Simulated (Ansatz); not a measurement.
Reaction (ligand exchange at the Si–N bond): `N[Si@H](F)N[Si@@H](N)Cl` + `N[SiH](O)F` → `N[Si@@H](F)O[Si@@H](N)F` + `N[SiH](N)Cl`

Isolated molecules relaxed with PBE0-D4/def2-TZVP in Ansatz; ΔE leaves out vibrations. CCSD(T)/CBS adds triple-zeta CCSD(T) − MP2 to the extrapolated MP2 energy (def2 sets, frozen cores). This one scheme is used for every species. Functionals use def2-TZVPP. B3LYP here is the variant with VWN-RPA as its local correlation; programs differ in this. Each species was taken in one conformer, which may not be the lowest.

| level | ΔE (kJ/mol) | difference from CCSD(T)/CBS |
| --- | --- | --- |
| PBE-D4 | -47.8 | 6.6 |
| r2SCAN-D4 | -54.2 | 0.2 |
| PBE0-D4 | -50.6 | 3.8 |
| B3LYP-D4 | -56.1 | -1.7 |
| ωB97X-V | -54.6 | -0.2 |
| ωB97M-V | -53.6 | 0.8 |
| B2PLYP | -58.5 | -4.1 |
| r2SCAN | -55.1 | -0.7 |
| B3LYP | -61.1 | -6.7 |
| HF/def2-TZVPP | -70.2 | -15.8 |
| MP2/def2-TZVPP | -52.1 | 2.3 |
| CCSD/def2-TZVPP | -55.8 | -1.4 |
| HF/def2-QZVPP | -72.1 | -17.7 |
| MP2/def2-QZVPP | -53.5 | 0.9 |
| SCS-MP2/def2-QZVPP | -56.7 | -2.3 |
| HF/CBS(def2) | -72.4 | -18.0 |
| CCSD(T)/CBS | -54.4 | 0 |

Largest T1 diagnostic among the species: 0.011.

The D4 term adds +5.0 kJ/mol with B3LYP and +2.8 kJ/mol with PBE0; it sums over pairs of atoms, weighted by their polarisabilities, and B3LYP, whose exchange is more repulsive, gets the larger term. In def2-TZVPP, CCSD(T) changes the Hartree–Fock value by +17.1 kJ/mol (the triples alone add +2.7 kJ/mol) and MP2 by +18.1 kJ/mol.
